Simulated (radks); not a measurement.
The numbers below are computed, except where a source is named.
Excited configurations of Gd VIII: one electron is placed in a higher orbital outside [Kr] 4d10 4f6 5s2 5p2. The ground configuration is [Kr] 4d10 4f6 5s2 5p3. Code: a radial shooting solver on a logarithmic mesh with Libxc functionals. Model: Dirac Kohn-Sham, BLYP, spin-unpolarised, spherical densities, finite nucleus; open shells are shared between the two j in proportion to 2j + 1; Fermi nuclear charge, rms radius 5.1569 fm. Excitation = E - E(ground); binding = E(ion) - E, where the ion is the core of charge +8; n* = 8/sqrt(2 binding) in atomic units. These energies are relativistic, and a one-electron ion of charge +8 with no core already has n* below n in this formula (Dirac formula, point nucleus, mean over j: 5d 5.000, 5f 5.000, 6s 5.999, 6p 5.999, 6d 6.000, 6f 6.000, 7s 6.998, 7p 6.999, 7d 7.000, 7f 7.000). The quantum defect is therefore taken as that value minus n*, so that it holds no relativistic shift of the bare ion. Eigenvalue and <r> are those of j = l + 1/2.

5d: excitation (eV) 34.909; binding (eV) 85.577; n* 3.190; quantum defect 1.810; eigenvalue (eV) -78.525; <r> (bohr) 1.681
5f: excitation (eV) 66.997; binding (eV) 53.489; n* 4.035; quantum defect 0.965; eigenvalue (eV) -48.659; <r> (bohr) 2.332
6s: excitation (eV) 49.929; binding (eV) 70.558; n* 3.513; quantum defect 2.486; eigenvalue (eV) -65.969; <r> (bohr) 2.392
6p: excitation (eV) 59.243; binding (eV) 61.244; n* 3.771; quantum defect 2.228; eigenvalue (eV) -56.498; <r> (bohr) 2.665
6d: excitation (eV) 72.567; binding (eV) 47.920; n* 4.263; quantum defect 1.737; eigenvalue (eV) -44.516; <r> (bohr) 3.145
6f: excitation (eV) 86.040; binding (eV) 34.446; n* 5.028; quantum defect 0.972; eigenvalue (eV) -32.052; <r> (bohr) 4.072
7s: excitation (eV) 77.839; binding (eV) 42.648; n* 4.519; quantum defect 2.480; eigenvalue (eV) -40.189; <r> (bohr) 3.917
7p: excitation (eV) 82.240; binding (eV) 38.247; n* 4.771; quantum defect 2.228; eigenvalue (eV) -35.651; <r> (bohr) 4.289
7d: excitation (eV) 88.852; binding (eV) 31.635; n* 5.246; quantum defect 1.753; eigenvalue (eV) -29.531; <r> (bohr) 4.938
7f: excitation (eV) 96.287; binding (eV) 24.199; n* 5.999; quantum defect 1.001; eigenvalue (eV) -22.615; <r> (bohr) 6.108

The Delta-SCF ionisation energy is 120.49 eV (NIST Atomic Spectra Database: 123 eV, theoretical). Self-interaction in the functional shifts the binding energies and quantum defects, so they are the method's values and not measured ones. Spin polarisation and multiplet splitting are left out, so open shells lie too high by an amount that depends on their filling. Sharing an open shell by 2j + 1 raises it above the true ground level by a part of the spin-orbit splitting, which enters the differences from NIST.

Beside tabulated values, note that spin-unpolarised runs miss the spin-polarisation part of the exchange energy of open shells.
